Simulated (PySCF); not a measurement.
An unknown gives this computed stick spectrum. Method used: PySCF 2.14.0, density-fitted response routines, TDDFT PBE0/def2-SVPD, vertical, gas phase, core orbitals frozen in the response. Geometries: GFN2-xTB, one conformer each.

| state | E (eV) | f | main configurations (H = HOMO, L = LUMO) |
| --- | --- | --- | --- |
| S1 | 5.71 | 0.0079 | H→L (70%), H→L+1 (22%) |
| S2 | 6.19 | 0.034 | H→L+1 (71%), H→L (23%) |
| S3 | 6.31 | 0.019 | H→L+2 (93%) |
| S4 | 6.60 | 0.093 | H-1→L (75%), H-1→L+1 (10%) |
| S5 | 6.78 | 0.0038 | H-1→L+2 (57%), H-1→L+1 (22%), H→L+3 (16%) |
| S6 | 7.05 | 0.090 | H→L+3 (63%), H-1→L+1 (23%) |
| S7 | 7.10 | 0.168 | H-1→L+1 (28%), H-1→L+2 (26%), H→L+3 (13%) |
| S8 | 7.23 | 0.018 | H→L+5 (52%), H→L+4 (25%), H-1→L+1 (9%) |

Triplets computed (Tamm–Dancoff): 4.28, 5.49, 6.11 eV.

Orbital energies (eV): HOMO-3 -9.48, HOMO-2 -9.32, HOMO-1 -7.17, HOMO -6.63, LUMO 0.22, LUMO+1 0.62, LUMO+2 0.82.

Task: Which structure fits? All have the formula C4H11NSi.
A. `C=CC[SiH2]NC`
B. `C=CN(C)C[SiH3]`
C. `[H]/N=C\C(C)(C)[SiH3]`

Result: A. Its S1, at 5.71 eV, is the highest among the candidates; the nearest of the others has S1 at 5.08 eV. S1 is HOMO→LUMO (70%), HOMO→LUMO+1 (22%). Löwdin shares by element: HOMO nitrogen 46%, carbon 16% or more, silicon 9% (atoms not listed hold the other 29%); LUMO carbon 54% or more, silicon 13% (atoms not listed hold the other 33%). At the same level the other candidates give, for their lowest levels:
- `[H]/N=C\C(C)(C)[SiH3]`: 5.08 eV (f 0.003); 6.56 eV (f 0.001); 6.86 eV (f 0.146); 7.15 eV (f 0.039); 7.37 eV (f 0.019); T1 4.28 eV; HOMO -7.24, LUMO -0.32 eV
- `C=CN(C)C[SiH3]`: 4.92 eV (f 0.044); 5.55 eV (f 0.140); 5.59 eV (f 0.025); 5.71 eV (f 0.080); 5.94 eV (f 0.013); T1 3.90 eV; HOMO -5.56, LUMO 0.35 eV

Shape of the structure used: `[CH2:1]=[CH:2][CH2:3][SiH2:4][NH:5][CH3:6]`: C1–C2–C3–Si4 -107°, C2–C3–Si4–N5 168°, C3–Si4–N5–C6 52°.
